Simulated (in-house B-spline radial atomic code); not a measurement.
Functionals against NIST's ionisation energies along a row: K⁺ to Kr⁺

Ionisation energies as differences of self-consistent total energies from an all-electron radial atomic-structure program (B-spline basis): all electrons, radial basis limit, scalar-relativistic (one-electron X2C), spin-polarised at highest spin, spherical densities; exact exchange is averaged over the determinants of each configuration. No spin-orbit coupling, Breit or QED terms. NIST's values run from ground level to ground level, so in open shells the differences also hold multiplet and fine-structure energies that spherical high-spin averages miss. Columns give computed minus NIST, in eV; a star marks a semi-empirical value. Species are left out where the tabulated value is theory, is uncertain by more than 0.12 eV, or (13 ions, such as In⁴⁺, Te⁴⁺ and Bi⁴⁺) lies off its series for all methods alike, which flatters the means a little.

| species | shell | NIST (eV) | Hartree-Fock | LDA VWN5 | LDA exchange-only | CAM-B3LYP | revTPSS | AM05 |
| --- | --- | --- | --- | --- | --- | --- | --- | --- |
| K⁺ | 3p | 31.62 | -1.01 | +0.11 | -1.51 | +0.04 | +0.12 | -0.07 |
| Ca⁺ | 4s | 11.87 | -0.51 | +0.29 | -0.35 | +0.22 | -0.18 | +0.05 |
| Sc⁺ | 4s | 12.80 | -0.57 | +0.52 | -0.06 | +0.25 | +0.01 | +0.27 |
| Ti⁺ | 4s | 13.58 | -0.61 | +0.68 | +0.11 | +0.31 | +0.17 | +0.43 |
| V⁺ | 3d | 14.63 ± 0.007 | -0.84 | +1.38 | +0.35 | +0.84 | +0.92 | +1.14 |
| Cr⁺ | 3d | 16.49 | -1.34 | +0.97 | -0.05 | +0.38 | +0.55 | +0.74 |
| Mn⁺ | 4s | 15.64 | -0.79 | +0.88 | +0.30 | +0.33 | +0.33 | +0.59 |
| Fe⁺ | 4s | 16.20 | -0.91 | +0.89 | +0.19 | +0.40 | +0.36 | +0.58 |
| Co⁺ | 3d | 17.08 | -2.81 | +1.30 | -0.36 | +0.55 | +0.49 | +0.87 |
| Ni⁺ | 3d | 18.17 | -2.39 | +1.78 | +0.18 | +1.00 | +1.05 | +1.38 |
| Cu⁺ | 3d | 20.29 | -2.99 | +1.15 | -0.39 | +0.37 | +0.48 | +0.77 |
| Zn⁺ | 4s | 17.96 | -1.11 | +1.06 | +0.11 | +0.67 | +0.42 | +0.67 |
| Ga⁺ | 4s | 20.52 | -1.77 | +0.65 | -0.77 | +0.28 | -0.04 | +0.16 |
| Ge⁺ | 4p | 15.93 | -0.78 | -0.02 | -1.07 | -0.04 | -0.32 | -0.28 |
| As⁺ | 4p | 18.59 | -0.60 | +0.11 | -0.88 | -0.01 | +0.06 | -0.04 |
| Se⁺ | 4p | 21.20 ± 0.01 | -0.24 | +0.18 | -0.80 | +0.06 | +0.29 | +0.08 |
| Br⁺ | 4p | 21.59 | -1.54 | +0.09 | -1.74 | +0.01 | -0.43 | -0.35 |
| Kr⁺ | 4p | 24.36 | -1.13 | +0.30 | -1.33 | +0.12 | +0.08 | +0.02 |

Q: How do the methods rank, and which species is hardest?

A: Mean absolute (signed) differences: CAM-B3LYP 0.33 (+0.32) eV; revTPSS 0.35 (+0.24) eV; AM05 0.47 (+0.39) eV; LDA exchange-only 0.59 (-0.45) eV; LDA VWN5 0.69 (+0.69) eV; Hartree-Fock 1.22 (-1.22) eV. For Cu⁺, which loses a 3d electron, the nearest method is off by +0.37 eV, the largest such miss. The first two are tied within the accuracy of the references. Hartree-Fock comes too low mainly by the correlation energy of the removed electron.
